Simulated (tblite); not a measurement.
C2H3O2 (SMILES CC(=O)[O-]), charge -1, singlet, geometry from GFN2-xTB; GFN1-xTB run with tblite.

Here is a job for tblite.
```
$ tblite run mol.xyz --method gfn1 --charge -1 --spin 0 --grad --json tblite.json --no-restart

# file mol.xyz
7

C     -0.16228820     0.14818763     0.00305258
O      0.17780874     1.33984311     0.01312832
O     -1.30364870    -0.33530105     0.00779082
C      1.02007253    -0.90771354    -0.01892695
H      1.98364113    -0.40014653    -0.02183719
H      0.94596316    -1.54921181     0.85894237
H      0.93040944    -1.52982261    -0.90921207
```

The log (banner, timings and long lists left out):

```
xTB calculator
 | screened Coulomb repulsion
 | Coulomb electrostatics
 |  * isotropic Klopman-Ohno-Mataga-Nishimoto electrostatics
 |  * onsite third-order electrostatics
 | DFT-D3(BJ) dispersion correction

halogen bonding energy    0.0000000000000E+00 Eh
repulsion energy          1.2090725689579E-01 Eh
dispersion energy        -1.4656031235794E-03 Eh
number of electrons       2.4000000000000E+01 e
integral cutoff           1.9731147476801E+01 bohr

------------------------------------------------------------
  cycle        total energy    energy error   density error
------------------------------------------------------------
      1     -15.08247385324  -1.5201916E+01   7.5820622E-01
      2     -15.49383269944  -4.1135885E-01   3.6172062E-01
      3     -15.50259153432  -8.7588349E-03   1.7757074E-01
      4     -15.50229824231   2.9329202E-04   1.9584995E-02
      5     -15.50279100815  -4.9276584E-04   1.5253975E-02
      6     -15.50289645631  -1.0544816E-04   1.1277680E-02
      7     -15.50311210662  -2.1565031E-04   2.6194273E-04
      8     -15.50311219157  -8.4950509E-08   1.1988867E-04
      9     -15.50311220996  -1.8391601E-08   4.1048045E-05
     10     -15.50311221235  -2.3871571E-09   4.5343602E-06
------------------------------------------------------------

electronic energy        -1.5622553866119E+01 Eh
total energy             -1.5503112212346E+01 Eh

Post processing:
 | Mayer-Wiberg bond orders

[Info] Tight-binding results written to 'tblite.txt'
[Info] JSON dump of results written to 'tblite.json'
```
